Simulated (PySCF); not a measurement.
# SiCl₃ + H₂O → SiOCl + 2 HCl

Level: PBE0 in the def2-TZVP basis family, all electrons, no relativity, computed in PySCF with density fitting; open shells unrestricted.

```
species                                       state and structure       E (Eh)  ZPE (kJ/mol)  H(298 K) − H(0) (kJ/mol)  S° (J/(mol K))
  SiCl₃    doublet, C3v, Si–Cl 2.043 Å (×3); Cl–Si–Cl 109.5° (×3)  -1669.68231          13.3                      16.0           319.5
    H₂O              singlet, C2v, O–H 0.960 Å (×2); H–O–H 105.1°    -76.37736          56.5                       9.9           188.7
  SiOCl  doublet, Cs, Si–Cl 2.047 Å, Si–O 1.521 Å; Cl–Si–O 125.9°   -824.63455          11.8                      11.8           277.9
    HCl                                singlet, C∞v, H–Cl 1.279 Å   -460.66440          17.9                       8.7           186.6
```

Problem. What is the electronic reaction energy?

Solution. At PBE0/def2-TZVP, ΔE = 252.9 kJ/mol from the differences of the total energies times 2625.5, uphill. 

Problem. Add zero-point, thermal and entropy terms for 298.15 K and 1 bar.

Solution. ΔZPE = -22.2 and Δ[H(298) − H(0)] = 3.3 kJ/mol give ΔH° = 234.0 kJ/mol. ΔS° = 142.9 J/(mol K), so ΔG° = 234.0 − 298.15 × (0.1429) = 191 kJ/mol. ΔG° would change sign near 1640 K if ΔH° and ΔS° stayed fixed.

Each species is the lowest minimum found with this bonding; other isomers or fragments can lie lower.
